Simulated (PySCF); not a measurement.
**Calculated NMR parameters of CC(C)OC1C[SiH2]C1**

```
Formula                               : C6H14OSi
SMILES                                : CC(C)OC1C[SiH2]C1
InChI                                 : InChI=1S/C6H14OSi/c1-5(2)7-6-3-8-4-6/h5-6H,3-4,8H2,1-2H3
Point group of the computed structure : C1
Degrees of unsaturation               : 1
Carbon signals                        : 4
Proton signals                        : 7
```

Numbering as in the mapped SMILES `[CH3:1][CH:2]([CH3:3])[O:4][CH:5]1[CH2:6][SiH2:7][CH2:8]1` (H(Xn): hydrogen on atom n). Ha(C6), Ha(Si7), Ha(C8) are cis to O4 on the ring; Hb(C6), Hb(Si7), Hb(C8) are trans to O4 on the ring.

Level of theory: geometry: PBE0-D3(BJ)/def2-SVP, NMR shieldings at PBE0/pcSseg-1/GIAO, in PySCF (no relativistic terms, a single conformation, gas phase, fast rotation and ring inversion assumed for equivalent nuclei).

Scale: TMS for $^{1}$H (31.27 ppm) and $^{13}$C (184.41 ppm) and $^{29}$Si (351.99 ppm); H2O for $^{17}$O (334.56 ppm) (reference shieldings calculated alike).

| carbon | δC, type | δH (multiplicity) | HMBC from (2–3 bonds) | span of the C tensor (ppm) |
| --- | --- | --- | --- | --- |
| C1/C3 | 25.4, CH3 | 1.10 (d) | H(C2), H(C1)/H(C3) | 42 |
| C2 | 75.1, CH | 3.26 (sept) | H(C5), H(C1)/H(C3) | 75 |
| C5 | 76.3, CH | 3.53 (m) | Ha(Si7), Hb(Si7), H(C2), Hb(C6)/Hb(C8), Ha(C6)/Ha(C8) | 70 |
| C6/C8 | 24.0, CH2 | Hb(C6) 1.56 (m); Ha(C6) 1.48 (m) | Ha(Si7), Hb(Si7), H(C5), Hb(C6)/Hb(C8), Ha(C6)/Ha(C8) | 55 |

Other nuclei:
```
  atoms    nucleus                                                environment  δ (ppm)  σ (ppm)
Ha(Si7)    $^{1}$H  hydrogen on a silicon bonded to 2 C, in a 4-membered ring     4.37    26.90
Hb(Si7)    $^{1}$H  hydrogen on a silicon bonded to 2 C, in a 4-membered ring     4.16    27.10
    Si7  $^{29}$Si           silicon bonded to 2 C, 2 H, in a 4-membered ring    -55.8    407.8
     O4   $^{17}$O                                               ether oxygen    126.1    208.5
```

Carbon types of the structure: 2 × CH, 2 × CH2, 2 × CH3, leaving 2 H on heteroatoms. δC 76.3, 75.1: sp3 CH bonded to O; the inductive effect lowers its shielding. δC 25.4: methyl carbon; aliphatic region, no heteroatom directly attached. δH 4.37, 4.16: hydrogen on a silicon bonded to 2 C, in a 4-membered ring. δH 3.53, 3.26: hydrogen on an sp3 CH bonded to O; its carbon carries O, hence the downfield position. δH 1.10: hydrogen on a methyl carbon.

Shifts are as computed. Against solution values, carbons near 30 ppm lie about +2 ppm off and those near 130 ppm about +5 ppm. Of 1211 compounds with measured shifts, 218 miss one by over three times the rms of a fit or turn the order of signals round; such compounds aren't used in these exercises. Experimental scales use liquid or dissolved standards, which lie at an offset from isolated H2O (liquid H2O: subtract about 36 ppm). Multiplicities follow the n + 1 count of equivalent neighbours, as no J values were calculated; m marks all less simple cases, F and P coupling included.
